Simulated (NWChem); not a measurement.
# CH4AlO, doublet; SMILES [CH3][Al][OH]

```xyz
7

Al     0.4191    -0.1799    -0.4246
C     -0.1812     1.6707    -0.0417
H     -1.0944     1.6397     0.5886
H     -0.4074     2.2137    -0.9827
H      0.6092     2.2385     0.4914
O     -0.5537    -1.4371     0.2685
H     -0.3414    -2.3760     0.1379
```
Atoms are numbered in this order, from 1.

Level: PBE-D3(BJ)/def2-SVP, spin-unrestricted (NWChem), optimised geometry, unscaled harmonic frequencies. This spin state was assumed; another may lie lower.

```
frequency (cm⁻¹)  IR intensity (km/mol)
----------------  ---------------------
26                                  0.0
187                                 4.3
368                                82.7
547                               108.0
567                                10.1
595                                 0.0
655                               122.3
808                                50.3
1117                                4.9
1362                               11.2
1371                                3.6
2964                                3.9
3072                                1.6
3078                                1.8
3793                               81.3
```

```yaml
zero_point_energy: 29.3 kcal/mol
thermal correction to the enthalpy at 298.15 K (with zero-point energy): 33.3 kcal/mol
heat capacity Cv: 16.7 cal/(mol K)
"entropy at 298.15 K and 1 atm (symmetry number 1, electronic part: spin degeneracy alone)": 74.6 cal/(mol K)
dipole_moment: 0.77 D
```

Rigid rotor and harmonic oscillator; modes under 100 cm⁻¹ make the entropy uncertain.
